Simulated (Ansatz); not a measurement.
Isolated molecules relaxed with PBE0-D4/def2-TZVP in Ansatz; ΔE leaves out vibrations. CCSD(T)/CBS is the MP2 limit (def2-TZVPP, def2-QZVPP) plus CCSD(T) − MP2 in def2-TZVPP, frozen cores. This one scheme is used for every species. Functionals use def2-TZVPP. Elements past krypton have def2 core potentials. For Br, In outer-core shells are correlated without core-valence functions, which leaves a few kJ/mol of doubt a bond. Scalar relativity is left out up to krypton. Each species was taken in one conformer, which may not be the lowest.

`[SH][In]([SH])[Br]` + HCl → `[SH][In]([SH])[Cl]` + HBr  (ligand exchange at the In–Br bond)

`[SH][In]([SH])[Br]`:

Cartesian coordinates in Å:
```
S 1.908 1.442 -0.378
In 0.303 -0.253 -0.002
S -2.024 0.135 0.201
Br 1.115 -2.566 0.189
H 0.980 2.415 -0.395
H -2.283 -1.172 0.385
```

HCl:

```xyz
2

Cl   -0.579   -0.253    0.100
H     0.579    0.253   -0.100
```

`[SH][In]([SH])[Cl]`:

Cartesian coordinates in Å:
```
S 0.908 -1.017 -1.999
In 0.266 0.267 -0.124
S -1.367 -0.344 1.476
Cl 1.330 2.306 0.179
H 0.047 -2.006 -1.701
H -1.183 0.794 2.169
```

HBr:

Z-matrix (Å, degrees):
```
Br
H 1 1.420
```

```json
{"level": "BLYP", "ΔE (kJ/mol)": "15.4"}
{"level": "CCSD/def2-TZVPP", "ΔE (kJ/mol)": "19.2"}
```

Task: What does CCSD(T)/CBS give? (An estimate is asked.)

Result: The calculation gave: +20.7 kJ/mol. The listed levels differ from it by -5.3, -1.5 kJ/mol.

Largest T1 diagnostic among the species: 0.013.

Leaving LDA and LC-ωPBE aside and taking each functional with its dispersion term where it has one, the values, not all of them listed here, spread over 6.7 kJ/mol, from B97M-V to PBE-QIDH. At CCSD(T), def2-SVP lies −4.3 kJ/mol from the extrapolated value and def2-TZVPP −1.8 kJ/mol.
